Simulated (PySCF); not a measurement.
**Working out the ionisation energy of As**

As [Ar] 3d10 4s2 4p3 (4S) → As⁺ [Ar] 3d10 4s2 4p2 (3P). Computed with PySCF 2.14 in x2c-SVPall (5s4p3d, 32 functions), with the spin-free X2C one-electron Hamiltonian (Gaussian nucleus). Frozen: [Ar] 3d10. Energies in hartree (1 hartree = 27.21139 eV):

| part | As (lower) | As⁺ (upper) |
| --- | --- | --- |
| UHF | -2258.622658 | -2258.276075 |
| CCSD correlation | -0.070621 | -0.060175 |
| (T) | -0.000929 | -0.000742 |

Problem. What does Hartree-Fock give?

Solution. (-2258.276075) − (-2258.622658) = 0.346583 hartree = 9.431 eV.

Problem. What do CCSD and CCSD(T) give?

Solution. The CCSD correlation energies differ by 0.010446 hartree = 0.284 eV and the triples by 0.000187 hartree = 0.005 eV, so CCSD gives 9.715 eV and CCSD(T) 9.720 eV.

Measured between the centres of the two terms (NIST): 10.008 eV, so CCSD(T) (valence) is off by -0.288 eV.

A double-zeta basis recovers only part of the correlation energy.

What remains against the reference includes basis incompleteness, the frozen core and higher excitations.
